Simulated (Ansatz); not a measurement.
Two isomers of C3H10OSi: A = `CO[SiH](C)C`, B = `C[SiH](C)CO`.

Gas-phase electronic energies from Ansatz, PBE0-D4/def2-TZVP geometries. CCSD(T)/CBS is the MP2 limit (def2-TZVPP, def2-QZVPP) plus CCSD(T) − MP2 in def2-TZVPP, frozen cores. DFT in def2-TZVPP. One conformer a species, not always the lowest.

Which isomer does CCSD(T)/CBS put lower? Give the gap. (Best estimate.)

The calculation gave: A, by 28.4 kcal/mol.

Give E(B) − E(A) in kcal/mol with HF/def2-TZVPP, r2SCAN-D4, MP2/def2-TZVPP, PBE0-D4, B2PLYP, CCSD/def2-TZVPP, ωB97M-V. (An estimate is asked.)

Computed: HF/def2-TZVPP 33.0, r2SCAN-D4 28.3, MP2/def2-TZVPP 29.2, PBE0-D4 26.6, B2PLYP 29.4, CCSD/def2-TZVPP 29.1, ωB97M-V 28.1. None reverses the order clearly.

Largest T1 diagnostic: 0.010.

From PBE to PBE0 (25 % exact exchange), in def2-TZVPP and without D4, E(B) − E(A) moves by +1.3 kcal/mol. In def2-TZVPP, CCSD(T) changes the Hartree–Fock value by −4.5 kcal/mol (the triples alone add −0.6 kcal/mol) and MP2 by −3.9 kcal/mol.
